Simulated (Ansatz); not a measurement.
Program: Ansatz. Geometries: PBE0-D4/def2-TZVP. ΔE: electronic, gas phase. CCSD(T)/CBS adds triple-zeta CCSD(T) − MP2 to the extrapolated MP2 energy (def2 sets, frozen cores). This one scheme is used for every species. DFT in def2-TZVPP. For Ge outer-core shells are correlated without core-valence functions, which leaves a few kJ/mol of doubt a bond. Scalar relativity is left out up to krypton. One conformer a species, not always the lowest.

Consider the cleavage of the Ge–Si bond: `Cl[SiH](Cl)[GeH3]` + `N=C=S` → `S=C=[N][GeH3]` + dichlorosilane.

```tsv
species	B2PLYP energy (Eh)
`Cl[SiH](Cl)[GeH3]`	-3288.68678
`N=C=S`	-491.49298
`S=C=[N][GeH3]`	-2569.34557
`Cl[SiH2]Cl`	-1210.84944
```

Task: Work out ΔE.

Result: ΔE = (-2569.34557) + (-1210.84944) − (-3288.68678) − (-491.49298) = -0.01525 Eh = -9.6 kcal/mol. CCSD(T)/CBS gives -8.3 kcal/mol.

Largest T1 diagnostic among the species: 0.019.

From PBE to PBE0 (25 % exact exchange), in def2-TZVPP and without D4, ΔE moves by −2.4 kcal/mol. At CCSD(T), def2-SVP lies −2.2 kcal/mol from the extrapolated value and def2-TZVPP −1.3 kcal/mol.
